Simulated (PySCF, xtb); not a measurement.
C₄H₄ClF, SMILES CC=C=C(F)Cl.

Harmonic wavenumbers (cm⁻¹) from GFN2-xTB (xtb) at its own minimum, in rising order: 96, 123, 143, 230, 326, 401, 463, 491, 621, 798, 919, 1005, 1020, 1090, 1206, 1386, 1427, 1464, 1478, 2067, 3012, 3018, 3024, 3064.

### Question
What does PBE-D3(BJ)/def2-SVP (PySCF) give at its own minimum? (An estimate is asked for; the answer gives what the named calculation found.)

### Answer
101, 123, 160, 240, 356, 444, 499, 531, 645, 793, 898, 999, 1044, 1084, 1206, 1328, 1383, 1399, 1451, 2035, 2965, 3024, 3037, 3092. Paired by order, the mean absolute difference is 25 cm⁻¹ and the zero-point energies are 41.3 and 41.2 kcal/mol.
